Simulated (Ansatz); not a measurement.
H2SeZn (SMILES [ZnH][SeH]) moved off its minimum; all values from Ansatz (a first-principles code), cores frozen in correlated methods.
(charge 0, multiplicity 1)
```xyz
4

Zn    -0.66382    -0.52984    -0.97853
H     -1.31562    -1.18640    -2.01628
Se     0.81084     0.43958     0.77569
H      0.57461    -0.82045     1.81200
```

Give the forces (eV/Å), the total energy and the dipole at CCSD(T)/def2-TZVPPD.


```json
[
 {"atom": "Zn1", "Fx": "2.190", "Fy": "1.493", "Fz": "2.890"},
 {"atom": "H2", "Fx": "-1.300", "Fy": "-1.075", "Fz": "-1.852"},
 {"atom": "Se3", "Fx": "-1.160", "Fy": "-2.251", "Fz": "0.605"},
 {"atom": "H4", "Fx": "0.269", "Fy": "1.833", "Fz": "-1.643"}
]
```
Energy -4179.4834 hartree, dipole 1.81 D.
